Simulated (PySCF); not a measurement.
This PySCF input asks for the NMR shieldings of SMILES CC[N+]1(C)CCCCC1, [C8H18N]+; the geometry comes from GFN2-xTB.

```python
import basis_set_exchange as bse
import numpy as np
from pyscf import gto, dft
from pyscf.prop import nmr

atoms = """
C    -2.863429    0.039470    0.567005
C    -1.819023    0.277537   -0.511943
N    -0.423767   -0.159417   -0.185002
C    -0.410913   -1.607121    0.087051
C     0.083297    0.605036    0.989640
C     1.565351    0.381434    1.269129
C     2.401394    0.736822    0.045190
C     1.915602   -0.075192   -1.149987
C     0.424611    0.149037   -1.375499
H    -3.813255    0.412218    0.191355
H    -2.996925   -1.013785    0.793315
H    -2.645070    0.579703    1.483175
H    -2.118002   -0.250352   -1.420147
H    -1.783323    1.345221   -0.738825
H    -0.884651   -2.141728   -0.734333
H     0.608375   -1.965708    0.193387
H    -0.947245   -1.821377    1.007976
H    -0.502114    0.321559    1.864214
H    -0.083599    1.665169    0.785955
H     1.842780    1.017959    2.109772
H     1.754516   -0.649182    1.570847
H     2.306946    1.802931   -0.169492
H     3.452655    0.528899    0.236343
H     2.435847    0.240217   -2.054739
H     2.140664   -1.132292   -1.005735
H     0.073844   -0.460884   -2.210107
H     0.265539    1.200250   -1.626382
"""
names = dict.fromkeys(["C", "N", "H"], "pcSseg-1")
basis = {el: gto.basis.parse(bse.get_basis(n, elements=[el], fmt="nwchem")) for el, n in names.items()}
mol = gto.M(atom=atoms, basis=basis, charge=1, verbose=0)
mf = dft.RKS(mol, xc="PBE0")
mf.grids.level = 2
mf.grids.alignment = dft.numint.BLKSIZE   # the property module wants whole blocks of grid points
mf.conv_tol = 1e-9
mf.kernel()

calc = nmr.RKS(mf)   # GIAO
C = mf.mo_coeff
Co = C[:, mf.mo_occ > 0]
resp = mf.gen_response(singlet=True, hermi=2)
def vind(x):   # induced exchange potential for any number of trial vectors
    d = np.einsum("pi,xij,qj->xpq", C, 2 * x.reshape(-1, C.shape[1], Co.shape[1]), Co, optimize=True)
    return np.einsum("xpq,pi,qj->xij", resp(d - d.transpose(0, 2, 1)), C, Co, optimize=True).ravel()
mo1, _ = nmr.rhf.solve_mo1(calc, with_cphf=vind)
sigma = calc.kernel(mo1)
for i, s in enumerate(sigma):   # ppm
    w = np.linalg.eigvalsh((s + s.T) / 2)
    print("%2d %-2s iso %8.1f  s11 %8.1f  s22 %8.1f  s33 %8.1f" % (i, mol.atom_pure_symbol(i), w.mean(), *w))
```

Question: What does it print?

Answer: 
```
 0 C  iso    177.5  s11    167.7  s22    177.4  s33    187.5
 1 C  iso    118.6  s11     84.7  s22     98.9  s33    172.1
 2 N  iso    192.7  s11    181.4  s22    194.4  s33    202.2
 3 C  iso    144.0  s11    111.3  s22    135.3  s33    185.2
 4 C  iso    126.1  s11    102.7  s22    115.2  s33    160.4
 5 C  iso    163.0  s11    158.1  s22    161.3  s33    169.6
 6 C  iso    161.7  s11    157.4  s22    158.4  s33    169.3
 7 C  iso    162.6  s11    156.3  s22    160.7  s33    170.7
 8 C  iso    120.9  s11     93.0  s22    109.3  s33    160.5
 9 H  iso     30.0  s11     25.1  s22     26.3  s33     38.5
10 H  iso     30.2  s11     24.9  s22     29.3  s33     36.4
11 H  iso     30.1  s11     24.7  s22     29.7  s33     35.9
12 H  iso     28.5  s11     23.3  s22     28.4  s33     33.9
13 H  iso     28.6  s11     23.2  s22     28.8  s33     33.6
14 H  iso     29.4  s11     25.4  s22     26.0  s33     36.8
15 H  iso     28.0  s11     23.2  s22     28.0  s33     32.9
16 H  iso     28.9  s11     24.3  s22     27.3  s33     35.0
17 H  iso     28.2  s11     22.2  s22     29.8  s33     32.7
18 H  iso     29.0  s11     23.9  s22     28.7  s33     34.5
19 H  iso     29.5  s11     24.0  s22     26.8  s33     37.7
20 H  iso     29.8  s11     25.8  s22     28.5  s33     35.2
21 H  iso     30.2  s11     26.3  s22     27.4  s33     36.9
22 H  iso     29.4  s11     24.5  s22     26.4  s33     37.4
23 H  iso     29.5  s11     24.2  s22     26.6  s33     37.8
24 H  iso     29.6  s11     25.6  s22     28.3  s33     35.1
25 H  iso     28.4  s11     23.5  s22     28.3  s33     33.6
26 H  iso     28.7  s11     23.6  s22     28.6  s33     34.0
```

These numbers come from an equivalent density-fitted implementation of the same equations, which agrees with the script to about 0.01 ppm for H and up to a few tenths of a ppm for heavy atoms, so last digits may differ.

Question: Turn these shieldings into chemical shifts. Scale: 13C (σ = 186.93 ppm) and 1H (σ = 31.72 ppm) against TMS; 15N (σ = 267.73 ppm) against NH3 (reference shieldings calculated alike).

Answer: Averaging equivalent atoms: C 1: 68.4; C 4/8: 63.4; C 3: 43.0; C 6: 25.2; C 5/7: 24.1; C 0: 9.4; N 2: 75.0; H 17/25: 3.38; H 12/13: 3.18; H 14/15/16: 2.95; H 18/26: 2.85; H 22: 2.28; H 19/23: 2.19; H 20/24: 1.98; H 9/10/11: 1.62; H 21: 1.52 ppm. Experimental scales use liquid or dissolved standards, which lie at an offset from isolated NH3 (liquid NH3: subtract about 20 ppm).

Size and cost of the density-fitted run: 243 basis functions, 55 s wall time on 1 thread of an Arm Neoverse V2, shared host.
